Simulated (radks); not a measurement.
The numbers below are computed, except where a source is named.
Ta XLIX, configuration [Ar] 3d7 (the NIST ground configuration).

Code: a radial shooting solver on a logarithmic mesh with Libxc functionals. Model: Dirac Kohn-Sham, LB94 model potential, spin-unpolarised, spherical densities, finite nucleus; open shells fill j = l - 1/2 first; Fermi nuclear charge, rms radius 5.3507 fm.

Energy parts (Ry):
kinetic: 31343.1638
electron-nucleus: -63067.5719
Hartree: 4596.6538
(The LB94 potential has no energy functional, so no total or exchange-correlation energy is given.)

Orbitals (lengths in bohr, moments of r in powers of bohr; r(max) is where P^2 peaks; r(90%) holds 90 % of the orbital's charge):
orbital	occ.	eigenvalue (Ry)	<1/r>	r(90%)	<r>	r(max)	small-component weight
1s1/2	2	-5164.920	85.48	0.0339	0.01864	0.01167	7.57e-02
2s1/2	2	-1053.253	20.85	0.122	0.07791	0.06687	1.72e-02
2p1/2	2	-1017.573	20.83	0.107	0.06445	0.04973	1.73e-02
2p3/2	4	-922.7390	17.60	0.117	0.07221	0.05646	1.57e-02
3s1/2	2	-379.5929	7.911	0.289	0.1977	0.1853	6.03e-03
3p1/2	2	-364.3818	7.849	0.280	0.1869	0.1729	5.99e-03
3p3/2	4	-342.3082	7.006	0.297	0.1999	0.1860	5.55e-03
3d3/2	4	-317.9205	6.905	0.267	0.1732	0.1441	5.43e-03
3d5/2	3	-312.9202	6.704	0.272	0.1772	0.1477	5.30e-03

The highest occupied level is 3d5/2 at -4257.5 eV. Summed over all electrons, <r^2> = 0.6553 bohr^2, which gives a Langevin (diamagnetic) susceptibility term of -0.519 x 10^-6 cm^3/mol. The density falls to 0.001 e/bohr^3 at r = 0.64 bohr.
